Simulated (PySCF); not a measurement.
## A small calculation by hand: chemical shift, span and skew from a shielding tensor

trifluoromethoxyethane (C3H5F3O), SMILES FC(OCC)(F)F. Atoms are numbered in the order given.

```xyz
12

C      2.7178     0.1103    -0.5870
C      1.2330     0.1076    -0.8769
O      0.5440    -0.0422     0.3747
C     -0.7924    -0.0475     0.3219
F     -1.2900     1.0953    -0.1842
F     -1.2713    -1.0437    -0.4445
F     -1.2663    -0.2006     1.5502
H      3.0198    -0.8315    -0.1051
H      3.2819     0.2212    -1.5253
H      2.9803     0.9440     0.0812
H      0.9126     1.0503    -1.3498
H      0.9526    -0.7271    -1.5399
```
Charge 0, spin multiplicity 1.

The structure is a stationary point at ωB97X-D3(BJ)/def2-SVP. The values are those of a single conformer.

GIAO shieldings from PBE/pcSseg-1 in PySCF, non-relativistic, no solvent. The symmetric part of the tensor of C4 has the principal values 39.0, 41.1, 56.6 ppm. The same nucleus in TMS has σ = 182.0 ppm at this level (PySCF, at its B3LYP-D3(BJ)/def2-TZVP geometry).

Work out the isotropic shielding, the ¹³C shift against TMS, the span and the skew.


σ(iso) = (σ11 + σ22 + σ33)/3 = 45.6 ppm. δ = σ(ref) − σ(iso) = 182.0 − (45.6) = 136.4 ppm.
Span Ω = σ33 − σ11 = 17.6 ppm. Skew κ = 3(σ(iso) − σ22)/Ω = 0.76. Tumbling in solution averages the tensor to δ; in a static solid the shielding alone would spread this spin-1/2 line over Ω.
